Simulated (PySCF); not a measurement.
# Relaxation of singlet Cu3N

Level of theory: PBE0/[N def2-SVP, Cu def2-SVP], no relativity, density fitting, PySCF. A (50,194) grid was used.

A start displaced from a saddle point along its imaginary mode, of C3v symmetry, held to at least that symmetry:

```xyz
4
charge 0 multiplicity 1, angstrom
N     0.0000    0.0000   -0.1200
Cu    1.7584    0.0000    0.0089
Cu   -0.8792    1.5228    0.0089
Cu   -0.8792   -1.5228    0.0089
```

Optimiser trace:
```tsv
step	E − E(last) (kJ/mol)	largest gradient (Eh/bohr)
0	94.54	0.01018
1	71.63	0.01659
2	55.87	0.03064
3	44.32	0.02398
4	11.51	0.01845
5	0.42	0.00657
6	0.05	0.00158
7	0.00	0.00015
8	0.00	0.00003
```

It ends at C3v with Cu–Cu 2.528 Å (×3), N–Cu 1.818 Å (×3); Cu–Cu–Cu 60.0° (×3), Cu–Cu–N 46.0° (×6), Cu–N–Cu 88.1° (×3). A frequency run shows a minimum. Other isomers or separated fragments may lie lower.

Final geometry:
```xyz
4
charge 0 multiplicity 1, angstrom
N     0.0000    0.0000   -1.0092
Cu    1.4595    0.0000    0.0748
Cu   -0.7298    1.2639    0.0748
Cu   -0.7297   -1.2640    0.0748
```
